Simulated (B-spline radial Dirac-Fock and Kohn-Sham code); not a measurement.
## Yb⁶⁺: eigenvalues, ΔSCF and the reference

System: the Yb⁶⁺ ion, [Kr] 4d10 4f12 5s2 5p4.

The density-functional columns are spherical, spin-unpolarised Dirac-Kohn-Sham results without Breit or QED terms: −ε is minus the orbital energy of the initial state and ΔSCF the difference of two total energies. The reference in the last column comes from Dirac-Fock (average of configuration) total-energy differences with a finite nucleus, the Breit interaction including its frequency dependence, and self-energy and vacuum-polarisation corrections. All numbers are from a radial finite-basis atomic code, in eV; a selection of levels is shown. For the 1s level of heavy atoms much of the gap between ΔSCF and the reference is the Breit and QED part, -290.1 eV here; for other levels the error of the functional can be larger.

| level | PBE −ε | PBE ΔSCF | LDA −ε | LDA ΔSCF | Dirac-Fock |
| --- | --- | --- | --- | --- | --- |
| K | 61243.5 | 61762.1 | 61190.0 | 61707.0 | 61428.9 |
| L1 | 10448.0 | 10543.8 | 10440.5 | 10536.6 | 10595.6 |
| L2 | 9971.0 | 10093.3 | 9967.8 | 10090.2 | 10079.4 |
| L3 | 8924.1 | 9031.4 | 8922.0 | 9029.4 | 9044.2 |
| M1 | 2427.8 | 2457.2 | 2425.7 | 2455.3 | 2505.1 |
| M2 | 2217.0 | 2248.4 | 2216.2 | 2247.7 | 2279.2 |
| M3 | 1994.8 | 2023.8 | 1994.3 | 2023.4 | 2056.4 |
| M4 | 1635.6 | 1670.0 | 1635.8 | 1670.3 | 1677.0 |
| M5 | 1587.1 | 1620.5 | 1587.3 | 1620.8 | 1629.4 |
| N1 | 552.3 | 567.2 | 551.4 | 566.4 | 592.9 |
| N2 | 466.9 | 481.7 | 466.5 | 481.4 | 500.6 |
| N4 | 275.6 | 289.7 | 275.6 | 289.7 | 297.8 |
| N5 | 266.3 | 280.3 | 266.4 | 280.3 | 288.6 |
| N6,7 | 92.99 | 105.6 | 93.40 | 106.1 | 102.0 |
| O1 | 137.3 | 146.6 | 137.7 | 147.0 | 146.1 |
| O2,3 | 106.3 | 114.7 | 106.7 | 115.2 | 112.9 |

**Question.** Order the estimates of the K (1s) level by their distance from the Dirac-Fock value, nearest first.
A. PBE ΔSCF
B. LDA ΔSCF
C. LDA −ε
D. PBE −ε

**Answer.** D (185.4 eV), C (238.9 eV), B (278.1 eV), A (333.2 eV).

An eigenvalue near the reference for a deep level is a cancellation of errors: it lacks relaxation, carries self-interaction and omits Breit and QED terms.

Values without a named source are computed, but for edge energies of neutral atoms, which are taken from tables.
